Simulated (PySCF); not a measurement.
BaF, SMILES [F][Ba], multiplicity 2.

The structure is a stationary point at B3LYP-D3(BJ)/def2-TZVPD. The spin state was assumed, not searched. The def2 effective core potentials stand for the cores of Ba; spin–orbit coupling is left out.

Level of theory: ωB97X/def2-TZVPD (PySCF).

Isolated molecule, no solvent.

Problem. Estimate the frontier levels, dipole moment and polarisability. (The exact figures need the calculation; the answer reports its results.)

Solution. 
```json
{
  "α spin, highest occupied and lowest empty level": "-4.59 and 0.23 eV",
  "β spin, highest occupied and lowest empty level": "-11.77 and 1.79 eV",
  "dipole_moment": "2.77 D",
  "mean_static_polarisability": "326.0 bohr³ (48.30 Å³)",
  "polarisability_principal_values": "223.2, 377.3, 377.3 bohr³",
  "⟨S²⟩": "0.751 (pure state 0.75)"
}
```
